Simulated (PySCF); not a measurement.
Compound: BMe2F, C2H6BF.
SMILES: `FB(C)C`

Level of theory: TDDFT B3LYP/def2-SVPD, vertical, gas phase, core orbitals frozen in the response (PySCF). Geometry: PBE0-D3(BJ)/def2-SVP; no solvent, vibrations or thermal averaging.

Computed singlets with f of 0.002 or more:

| state | E (eV) | f |
| --- | --- | --- |
| S2 | 7.71 | 0.055 |
| S3 | 8.92 | 0.0025 |
| S5 | 9.05 | 0.016 |
| S6 | 9.30 | 0.011 |
| S7 | 9.56 | 0.135 |
| S8 | 9.63 | 0.018 |
| S9 | 9.69 | 0.058 |
| S10 | 9.89 | 0.053 |

Problem. Give A, τ, |μ| and ∫σ dE for each state.

Solution. Relations used (vacuum, state to state): A = 0.6670 f ν̃² s⁻¹ (ν̃ in cm⁻¹); τ = 1/A; f = (2/3) ΔE |μ|² in atomic units; ∫σ dE = 109.76 f Mb·eV.

| state | A (s⁻¹) | τ | \|μ\| (D) | ∫σ dE (Mb·eV) |
| --- | --- | --- | --- | --- |
| S2 | 1.4×10⁸ | 7 ns | 1.37 | 6.1 |
| S3 | 8.7×10⁶ | 120 ns | 0.27 | 0.28 |
| S5 | 5.7×10⁷ | 17 ns | 0.69 | 1.8 |
| S6 | 4.2×10⁷ | 24 ns | 0.57 | 1.2 |
| S7 | 5.4×10⁸ | 1.9 ns | 1.93 | 15 |
| S8 | 7.3×10⁷ | 14 ns | 0.70 | 2 |
| S9 | 2.4×10⁸ | 4.2 ns | 1.26 | 6.4 |
| S10 | 2.2×10⁸ | 4.5 ns | 1.19 | 5.8 |

Only emission to the ground state at the vertical energy is counted.

Problem. How much energy does a mole of photons resonant with S7 carry?

Solution. 9.559 eV × 96.485 = 922 kJ/mol (220 kcal/mol).

Problem. What is the integrated cross-section of all computed states together?

Solution. Σf = 0.351 over S1 to S10, so 109.76 × Σf ≈ 38.5 Mb·eV.

Problem. Which computed singlets stay under f = 0.002?

Solution. S1 (6.72 eV, f 0.0003) and S4 (9.03 eV, f 0.0017).
